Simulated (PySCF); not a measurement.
## PBE on Tc²⁺ (technetium, charge +2)

Configuration: [Kr] 4d4 5s1, high-spin 6D determinant (an excited configuration). All numbers are calculated (PySCF 2.14, the spin-free X2C one-electron Hamiltonian (Gaussian nucleus), in ANO-RCC-VTZP).

```
Total energy                                                  : -4283.74 hartree
One-electron energy                                           : -5871.43 hartree
Hartree (Coulomb) energy                                      : 1716.34 hartree
Exchange-correlation energy                                   : -128.65 hartree
⟨S²⟩                                                          : 8.7506
⟨L²⟩                                                          : 6.005
Sum of ⟨r⟩                                                    : 26.55 bohr
Sum of ⟨r²⟩                                                   : 35.75 bohr²
Traceless quadrupole moment −½Σ⟨3z² − r²⟩ along its main axis : -0.682 e·bohr²
Langevin diamagnetic susceptibility                           : -28.3 ×10⁻⁶ cm³/mol
```

| shell | electrons | mean orbital energy (hartree) | spread (hartree) | rms radius, mean of both spins (bohr) |
| --- | --- | --- | --- | --- |
| 1s α | 1 | -766.47227 | 0 | 0.0394 |
| 1s β | 1 | -766.47138 | 0 | 0.0394 |
| 2s α | 1 | -110.07903 | 0 | 0.162 |
| 2s β | 1 | -110.05898 | 0 | 0.162 |
| 2p α | 3 | -98.64369 | 0.00640 | 0.144 |
| 2p β | 3 | -98.62852 | 0.01007 | 0.144 |
| 3s α | 1 | -19.81505 | 0 | 0.444 |
| 3s β | 1 | -19.80318 | 0 | 0.444 |
| 3p α | 3 | -16.05604 | 0.01625 | 0.449 |
| 3p β | 3 | -16.04279 | 0.01966 | 0.449 |
| 3d α | 5 | -9.96242 | 0.01490 | 0.437 |
| 3d β | 5 | -9.94277 | 0.02360 | 0.437 |
| 4s α | 1 | -3.49192 | 0 | 1.12 |
| 4s β | 1 | -3.38365 | 0 | 1.12 |
| 4p α | 3 | -2.45940 | 0.02078 | 1.24 |
| 4p β | 3 | -2.34174 | 0.04762 | 1.24 |
| 4d α | 4 | -0.99827 | 0.02979 | 1.69 |
| 5s α | 1 | -0.76340 | 0 | 2.98 |

Densities and radii are taken from the X2C orbitals without a picture-change correction, which distorts them close to the nucleus.
